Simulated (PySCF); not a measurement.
C2H4I, SMILES [CH](C)I (connectivity only; charge and spin as stated), charge +1, multiplicity 1.

Coordinates come from a B3LYP-D3(BJ)/def2-SVP optimisation. The spin state was assumed, not searched. The isomer is the one that the SMILES or the coordinates give; other isomers of the formula were not compared. The def2 effective core potentials stand for the cores of I; spin–orbit coupling is left out.

Two levels are set side by side: TDDFT-PBE/def2-SVPD (PySCF) and TDDFT-ωB97X/def2-SVPD (PySCF). Vertical, same geometry. The lowest singlet is HOMO→LUMO 100 % with PBE and HOMO→LUMO 100 % with the other functional; states are paired by order. Differences are taken from unrounded values.

```json
[
 {"quantity": "lowest singlet excitation (eV)", "TDDFT-ωB97X": "2.73", "TDDFT-PBE": "2.26", "TDDFT-PBE minus TDDFT-ωB97X": "-0.48"},
 {"quantity": "lowest triplet excitation (TDA) (eV)", "TDDFT-ωB97X": "2.45", "TDDFT-PBE": "1.93", "TDDFT-PBE minus TDDFT-ωB97X": "-0.52"},
 {"quantity": "first bright state (f over 0.05) (eV)", "TDDFT-ωB97X": "4.55", "TDDFT-PBE": "4.54", "TDDFT-PBE minus TDDFT-ωB97X": "-0.01"},
 {"quantity": "its oscillator strength", "TDDFT-ωB97X": "0.20", "TDDFT-PBE": "0.19", "TDDFT-PBE minus TDDFT-ωB97X": "-0.01"}
]
```

A lower first singlet is the usual sign of a functional without exact exchange. Differences between two approximate levels are no errors against the true value.

Rough cost on one machine, each run with all the roots and properties that it gave: TDDFT-ωB97X against TDDFT-PBE about 5 times.
